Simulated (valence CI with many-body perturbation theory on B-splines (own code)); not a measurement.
Values are calculated unless marked as measured or tabulated.
**Energy levels of Hf XXIII**

Level of theory: valence CI with perturbative core correlation (CI+MBPT): four valence electrons over a frozen Dirac-Fock core [Kr] 4d10, radial functions for each j: 8 s, 8 p, 9 d, 9 f, 6 g, 3 h, 2 i, with the one-electron correlation potential Σ1 (screened to all orders), the two-electron term Σ2, the three-electron term Σ3, Breit, model QED; selected single and double excitations, second order for the rest, scaled by the run's own slope (own B-spline code, finite nucleus).

No measured levels were compared; by estimate terms of the open shell hold to a few per cent of their energy, and close levels can change places. Core correlation moves these levels by up to 3300 cm⁻¹, and in measured spectra 5 to 20 % of such shifts remained as error; rates that hang on mixing are uncertain with them. Only levels of the ground parity were solved; by the run's estimate the other parity begins above the list, which can be wrong where configurations are misplaced.

Levels 46 to 63 of 63, with energies above the lowest level, 4f4 5I_4. "Leading %" is the weight of the configuration and term that name the level; weights of strongly mixed levels are sums over their largest components and can fall short. In the jj column 3d3/2^4 stands for four electrons in 3d with j = 3/2.

```tsv
No.	Configuration	Term	J	E (cm⁻¹)	Leading %	g	Leading jj	Second component
46	4f4	3L	9	93671	55	1.064	4f5/2 4f7/2^3 (95 %)	45 % 4f4 3M
47	4f4	3G	5	93807	49	1.125	4f5/2 4f7/2^3 (56 %)	17 % 4f4 3I
48	4f4	3F	2	94044	38	1.154	4f5/2 4f7/2^3 (68 %)	29 % 4f4 3P
49	4f4	5D	3	95872	46	1.279	4f5/2^2 4f7/2^2 (44 %)	44 % 4f4 3F
50	4f4	5D	4	99276	40	1.137	4f5/2^2 4f7/2^2 (73 %)	35 % 4f4 3H
51	4f4	3F	3	99606	68	1.123	4f5/2 4f7/2^3 (63 %)	11 % 4f4 5D
52	4f4	1I	6	100490	38	1.055	4f5/2^2 4f7/2^2 (39 %)	34 % 4f4 3H
53	4f4	1L	8	104210	42	1.019	4f7/2^4 (63 %)	26 % 4f4 3K
54	4f4	3H	5	104430	75	1.057	4f5/2^2 4f7/2^2 (79 %)	16 % 4f4 3G
55	4f4	1G	4	106310	51	1.039	4f5/2 4f7/2^3 (57 %)	26 % 4f4 3F
56	4f4	3G	5	110670	48	1.084	4f5/2 4f7/2^3 (38 %)	24 % 4f4 1H
57	4f4	3F	4	112450	47	1.124	4f5/2^2 4f7/2^2 (49 %)	38 % 4f4 3G
58	4f4	1K	7	112700	70	1.028	4f5/2 4f7/2^3 (79 %)	23 % 4f4 3I
59	4f4	3G	3	112900	68	0.882	4f5/2^2 4f7/2^2 (62 %)	22 % 4f4 3F
60	4f4	1D	2	113500	57	1.022	4f5/2 4f7/2^3 (54 %)	25 % 4f4 3D
61	4f4	3K	6	114760	56	0.954	4f5/2^2 4f7/2^2 (42 %)	20 % 4f4 3H
62	4f4	3H	4	116620	52	0.956	4f5/2^3 4f7/2 (33 %)	23 % 4f4 1G
63	4f4	3H	6	117640	44	1.075	4f5/2 4f7/2^3 (62 %)	41 % 4f4 1I
```

Names give the largest LS component (configuration and term), which can be under half, so a name can repeat, a term be missing and a line seem to break the LS rules; names also repeat where a configuration has a term twice.

Where two levels of one J and parity lie close, their mixing, g and order are uncertain.
